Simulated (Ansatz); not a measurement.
Mulliken charges of ClH3NOSi, SMILES `N[Si](O)Cl` radical from PBE/def2-TZVPP in Ansatz (PBE0-D4/def2-TZVP geometry).

```csv
atom,x (Å),y (Å),z (Å),charge (e)
N1,-0.447,1.070,0.303,-0.327
Si2,0.431,-0.175,-0.456,0.365
O3,0.601,-1.333,0.697,-0.308
Cl4,-0.700,-0.792,-2.083,-0.236
H5,-0.896,1.787,-0.243,0.157
H6,-0.176,1.393,1.218,0.159
H7,1.248,-2.018,0.519,0.189
```

Q: By hand: the dipole of these point charges (1 e Å = 4.8032 D).

A: Σ q r = (0.351, 0.304, 0.265) e Å, of length 0.535 e Å = 2.57 D.

Q: How does the dipole of the full density compare? (An estimate is asked.)

A: The calculation gave: (0.220, 0.216, 0.243) e Å, 1.89 D; the point charges give 1.36 times that, at 9° from its direction.

Point charges leave out the atoms' own dipoles, such as those of lone pairs, and Mulliken's split depends on the basis, so the two needn't agree.
